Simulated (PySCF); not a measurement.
PySCF input (BP86/6-31G* with LANL2DZ past Ar (5d)):

```python
from pyscf import gto, dft

mol = gto.M(
    atom='''
    C     1.58589300   -0.66338600   -0.41105000
    Ge   -0.03736800    0.39962300    0.34010800
    C    -1.46433600   -0.78256400   -0.60614600
    H     1.48232400   -0.88894400   -1.47828900
    H     1.68701100   -1.61171200    0.12934200
    H     2.51543100   -0.10156800   -0.26693500
    H    -0.00485200    1.51803300   -0.85145500
    H    -1.20863500   -0.99408400   -1.65040700
    H    -1.55937500   -1.73855500   -0.07830100
    H    -2.44547800   -0.29540000   -0.58424200
    ''',
    basis={'default': '6-31g*', 'Ge': 'lanl2dz'},
    ecp={'Ge': 'lanl2dz'},
    charge=-1,
    spin=0,
    verbose=4,
)

mf = dft.RKS(mol, xc='bp86')
mf.grids.level = 3
mf.conv_tol = 1e-9
mf.max_cycle = 100
mf.max_memory = 1500
mf.kernel()
if not mf.converged:
    mf = mf.newton()
    mf.kernel(mf.make_rdm1())
mf.dip_moment()
```

Output:

```
PySCF version 2.14.0

[INPUT] verbose = 4
[INPUT] num. atoms = 10
[INPUT] num. electrons = 24
[INPUT] charge = -1
[INPUT] spin (= nelec alpha-beta = 2S) = 0
[INPUT] symmetry False subgroup None
[INPUT] Mole.unit = angstrom
[INPUT] Symbol           X                Y                Z      unit          X                Y                Z       unit  Magmom
[INPUT]  1 C      1.585893000000  -0.663386000000  -0.411050000000 AA    2.996903432865  -1.253617854871  -0.776771923502 Bohr   0.0
[INPUT]  2 Ge    -0.037368000000   0.399623000000   0.340108000000 AA   -0.070615285823   0.755178023077   0.642710972774 Bohr   0.0
[INPUT]  3 C     -1.464336000000  -0.782564000000  -0.606146000000 AA   -2.767193994341  -1.478831634944  -1.145449931501 Bohr   0.0
[INPUT]  4 H      1.482324000000  -0.888944000000  -1.478289000000 AA    2.801186387870  -1.679860700075  -2.793561342957 Bohr   0.0
[INPUT]  5 H      1.687011000000  -1.611712000000   0.129342000000 AA    3.187988759129  -3.045694271675   0.244420956403 Bohr   0.0
[INPUT]  6 H      2.515431000000  -0.101568000000  -0.266935000000 AA    4.753475675241  -0.191935703020  -0.504434043061 Bohr   0.0
[INPUT]  7 H     -0.004852000000   1.518033000000  -0.851455000000 AA   -0.009168951156   2.868666618052  -1.609016757392 Bohr   0.0
[INPUT]  8 H     -1.208635000000  -0.994084000000  -1.650407000000 AA   -2.283989134564  -1.878546504812  -3.118817224065 Bohr   0.0
[INPUT]  9 H     -1.559375000000  -1.738555000000  -0.078301000000 AA   -2.946791675494  -3.285392802493  -0.147967445280 Bohr   0.0
[INPUT] 10 H     -2.445478000000  -0.295400000000  -0.584242000000 AA   -4.621283663649  -0.558225097197  -1.104057370468 Bohr   0.0

nuclear repulsion = 53.7787173146817
number of shells = 30
number of NR pGTOs = 94
number of NR cGTOs = 50
basis = {'default': '6-31g*', 'Ge': 'lanl2dz'}
ecp = {'Ge': 'lanl2dz'}

******** <class 'pyscf.dft.rks.RKS'> ********
method = RKS
initial guess = minao
damping factor = 0
level_shift factor = 0
DIIS = <class 'pyscf.scf.diis.CDIIS'>
diis_start_cycle = 1
diis_space = 8
diis_damp = 0
SCF conv_tol = 1e-09
SCF conv_tol_grad = None
SCF max_cycles = 100
direct_scf = True
direct_scf_tol = 1e-13
XC library pyscf.dft.libxc version 7.1.2
    S. Lehtola, C. Steigemann, M. J. T. Oliveira, and M. A. L. Marques,  SoftwareX 7, 1–5 (2018)
XC functionals = bp86
    A. D. Becke,  Phys. Rev. A 38, 3098 (1988)
    J. P. Perdew,  Phys. Rev. B 33, 8822 (1986)
    J. P. Perdew,  Phys. Rev. B 34, 7406–7406 (1986)
radial grids:
    Treutler-Ahlrichs [JCP 102, 346 (1995); DOI:10.1063/1.469408] (M4) radial grids

becke partition: Becke, JCP 88, 2547 (1988); DOI:10.1063/1.454033
pruning grids: <function nwchem_prune>
grids dens level: 3
symmetrized grids: False
atomic radii adjust function: <function treutler_atomic_radii_adjust>
small_rho_cutoff = 0
Set gradient conv threshold to 3.16228e-05
Initial guess from minao.
tot grids = 117536
init E= -71.8951163269729
  HOMO = -0.0772326289549792  LUMO = 0.0402400708400545  gap/eV = 3.19659
cycle= 1 E= -83.9605151192745  delta_E= -12.1  |g|= 0.853  |ddm|= 3.51
  HOMO = 0.0432740347623375  LUMO = 0.227960640192965  gap/eV = 5.02558
cycle= 2 E= -83.5515447027984  delta_E= 0.409  |g|= 1.37  |ddm|= 2.51
  HOMO = 0.0538677038556177  LUMO = 0.211211109348243  gap/eV = 4.28153
cycle= 3 E= -84.1961308579101  delta_E= -0.645  |g|= 0.11  |ddm|= 1.78
  HOMO = 0.0644837597073185  LUMO = 0.219358042802372  gap/eV = 4.21434
cycle= 4 E= -84.2000472006603  delta_E= -0.00392  |g|= 0.0471  |ddm|= 0.327
  HOMO = 0.0579691797674364  LUMO = 0.215778877700443  gap/eV = 4.29422
cycle= 5 E= -84.201104255307  delta_E= -0.00106  |g|= 0.00809  |ddm|= 0.121
  HOMO = 0.0583774573773521  LUMO = 0.215819406159807  gap/eV = 4.28421
cycle= 6 E= -84.2011340618204  delta_E= -2.98e-05  |g|= 0.00108  |ddm|= 0.0211
  HOMO = 0.058530755134953  LUMO = 0.215841408668246  gap/eV = 4.28064
cycle= 7 E= -84.2011345093051  delta_E= -4.47e-07  |g|= 0.000132  |ddm|= 0.00234
  HOMO = 0.0584862006195426  LUMO = 0.215812010327759  gap/eV = 4.28105
cycle= 8 E= -84.201134506481  delta_E= 2.82e-09  |g|= 5.24e-05  |ddm|= 0.00059
  HOMO = 0.0584933637998866  LUMO = 0.215817082507548  gap/eV = 4.28100
cycle= 9 E= -84.2011345142247  delta_E= -7.74e-09  |g|= 8.46e-06  |ddm|= 0.000175
  HOMO = 0.0584925053912837  LUMO = 0.215816301023443  gap/eV = 4.28100
cycle= 10 E= -84.2011345142448  delta_E= -2.01e-11  |g|= 2.69e-06  |ddm|= 1.5e-05
  HOMO = 0.0584926060342532  LUMO = 0.215816335018588  gap/eV = 4.28100
Extra cycle  E= -84.20113451424  delta_E= 4.86e-12  |g|= 4.94e-06  |ddm|= 9.74e-06
converged SCF energy = -84.20113451424

WARN: System has nonzero charge -1; the dipole moment is origin-dependent.
Location of origin: [0. 0. 0.]

Dipole moment(X, Y, Z, Debye):  0.11599, -1.54140, -0.87183
```

The dipole moment of an ion depends on the origin.

The geometry given is a B3LYP-D3(BJ)/def2-TZVP minimum.
